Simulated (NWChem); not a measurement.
System meant: SiNH₃F₂; SMILES N[SiH](F)F

Input file for NWChem:

```
start job
memory heap 200 mb stack 900 mb global 1100 mb
geometry units angstroms noautoz
  Si     0.314636     0.072964     0.004897
  N     -0.096145    -1.565979    -0.099814
  F     -0.095354     0.806740    -1.372093
  F     -0.507255     0.891478     1.132283
  H      1.753904     0.227615     0.288604
  H     -1.007025    -1.891006    -0.401158
  H      0.420167    -2.273495     0.407514
end
basis spherical
  * library def2-svp
end
dft
  odft
  mult 2
  xc pbe0
  iterations 150
  mulliken
end
task dft energy
```

End of the output:

```
 Summary of "ao basis" -> "" (spherical)
 ------------------------------------------------------------------------------
       Tag                 Description            Shells   Functions and Types
 ---------------- ------------------------------  ------  ---------------------
 *                          def2-svp                  on all atoms

                                 NWChem DFT Module
                                 -----------------

 Summary of "ao basis" -> "ao basis" (spherical)
 ------------------------------------------------------------------------------
       Tag                 Description            Shells   Functions and Types
 ---------------- ------------------------------  ------  ---------------------
 Si                         def2-svp                 8       18   4s3p1d
 N                          def2-svp                 6       14   3s2p1d
 F                          def2-svp                 6       14   3s2p1d
 H                          def2-svp                 3        5   2s1p

 Summary of "ao basis" -> "ao basis" (spherical)
 ------------------------------------------------------------------------------
       Tag                 Description            Shells   Functions and Types
 ---------------- ------------------------------  ------  ---------------------
 Si                         def2-svp                 8       18   4s3p1d
 N                          def2-svp                 6       14   3s2p1d
 F                          def2-svp                 6       14   3s2p1d
 H                          def2-svp                 3        5   2s1p

  number of electrons :                   42
  multiplicity        :                    2
 ------------------------------------------------------------------------
  no. of electrons and multiplicity not compatible                  42
 ------------------------------------------------------------------------
 ------------------------------------------------------------------------
  current input line :
    22: task dft energy
 ------------------------------------------------------------------------
 ------------------------------------------------------------------------
 There is an error in the input file
 ------------------------------------------------------------------------
 For more information see the NWChem manual at https://nwchemgit.github.io

0: no. of electrons and multiplicity not compatible:Received an Error in Communication
```

Question: Find the fault in this run and fix the input.

Answer: The input was rejected before any calculation. Cause: the multiplicity doesn't fit the number of electrons (an even count wants an odd multiplicity, and the reverse). This input runs:
```
start job
memory heap 200 mb stack 900 mb global 1100 mb
geometry units angstroms noautoz
  Si     0.314636     0.072964     0.004897
  N     -0.096145    -1.565979    -0.099814
  F     -0.095354     0.806740    -1.372093
  F     -0.507255     0.891478     1.132283
  H      1.753904     0.227615     0.288604
  H     -1.007025    -1.891006    -0.401158
  H      0.420167    -2.273495     0.407514
end
basis spherical
  * library def2-svp
end
dft
  xc pbe0
  iterations 150
  mulliken
end
task dft energy
```
It converges to -545.21974 Ha (PBE0/def2-SVP).
